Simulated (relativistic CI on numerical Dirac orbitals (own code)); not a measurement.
Ni²⁺ in a cubic cluster: 3s photoemission with charge transfer

Computed with a charge-transfer multiplet model of a cubic metal-ligand cluster with up to 2 ligand holes, Slater and spin-orbit integrals from Dirac-Coulomb-Breit ions, Slater integrals scaled by 0.8. The ground state mixes d8 with configurations of k ligand holes L, whose averages lie at kΔ + k(k − 1)U_dd/2; a core hole lowers each added d electron by U_cd. 300 K, Lorentzian 1.4 eV and Gaussian 0.8 eV FWHM.

Atomic integrals in eV (Slater integrals scaled, ζ unscaled), ground: F2dd 9.736, F4dd 6.042, zeta_d 0.080; with the core hole: F2dd 10.650, F4dd 6.651, zeta_d 0.091, G2cd 10.769.

Cluster parameters (eV): Δ = 3.5, U_cd = 8.7, 10Dq = 0.6, 10Dq(ligand) = 0.7, V(eg) = 3.05, V(t2g) = -1.44, final-state hopping factor = 0.8.

```csv
Case,n_d,d8,d9L,d10L2,S
U_dd = 4.6 eV,8.35,0.67,0.31,0.02,1.00
U_dd = 5.3 eV,8.35,0.67,0.30,0.02,1.00
U_dd = 6.7 eV,8.34,0.68,0.30,0.02,1.00
U_dd = 7.4 eV,8.33,0.68,0.30,0.02,1.00
U_dd = 8.1 eV,8.33,0.69,0.30,0.02,1.00
```

Weights, n_d and S are thermal averages at 300 K. Binding energies count from the first peak over 30 % of the highest in each spectrum, which can be another peak from case to case. The parameters are a model scan and need not match a compound or its usual spin state. Peaks in eV (height, largest 100):
- U_dd = 4.6 eV: 0.0 (100), 5.8 (47), 8.9 (38), 15.4 (18)
- U_dd = 5.3 eV: 0.0 (100), 6.0 (43), 8.9 (35), 15.2 (17)
- U_dd = 6.7 eV: 0.0 (100), 6.4 (38), 9.1 (30), 14.9 (16)
- U_dd = 7.4 eV: 0.0 (100), 6.6 (37), 9.2 (28), 14.8 (16)
- U_dd = 8.1 eV: 0.0 (100), 6.8 (36), 9.5 (25), 14.7 (15)

For the case U_dd = 6.7 eV, Δ = 3.5 eV is smaller than U_dd = 6.7 eV, the charge-transfer side of the Zaanen-Sawatzky-Allen scheme. With the core hole the average of the configuration with one ligand hole lies at Δ − U_cd = -5.2 eV before mixing: it lies below the unscreened one, so the lowest final states are mostly screened and the unscreened weight appears at higher binding energy as a satellite.

Without intra-shell correlation the exchange splitting of the 3s hole comes out too large.
